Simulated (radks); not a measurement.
Values are calculated unless marked as measured or tabulated.
How relativity changes the ionisation of neutral rubidium ([Kr] 5s1) to Rb+ ([Kr]). Spin-unpolarised spherical Kohn-Sham, PBE, point nucleus unless stated (finite: rms radius 4.2036 fm), a radial shooting solver on a logarithmic mesh with Libxc functionals. A level marked "c x" has the speed of light scaled by that factor.

\begin{tabular}{lrrrrr}
level & E(Rb) (hartree) & E(Rb+) (hartree) & IE (eV) & HOMO & <r> HOMO (bohr) \\ \hline
non-rel. & -2939.72031 & -2939.57022 & 4.084 & 5s & 5.331 \\
scalar-rel. & -2981.19647 & -2981.04383 & 4.154 & 5s & 5.246 \\
scalar-rel., finite nucleus & -2981.16903 & -2981.01640 & 4.153 & 5s & 5.246 \\
Dirac & -2981.45270 & -2981.30006 & 4.153 & 5s1/2 & 5.247 \\
Dirac, finite nucleus & -2981.42522 & -2981.27259 & 4.153 & 5s1/2 & 5.247 \\
Dirac, c x 0.85 & -2998.31739 & -2998.16370 & 4.182 & 5s1/2 & 5.213 \\
Dirac, c x 3 & -2944.21106 & -2944.06070 & 4.091 & 5s1/2 & 5.322 \\
Dirac, c x 10 & -2940.12305 & -2939.97294 & 4.085 & 5s1/2 & 5.330 \\
\end{tabular}

NIST Atomic Spectra Database: 4.177 eV (measured). The relativistic part of the total energy of Rb is -41.7 hartree (Dirac, finite nucleus), 1.4 % of the non-relativistic value. Spin polarisation and multiplet splitting of open shells are left out at every level.

Beside tabulated values, note that relativity, absent from the non-relativistic runs, is large for the heavy elements, and spin-unpolarised runs miss the spin-polarisation part of the exchange energy of open shells.
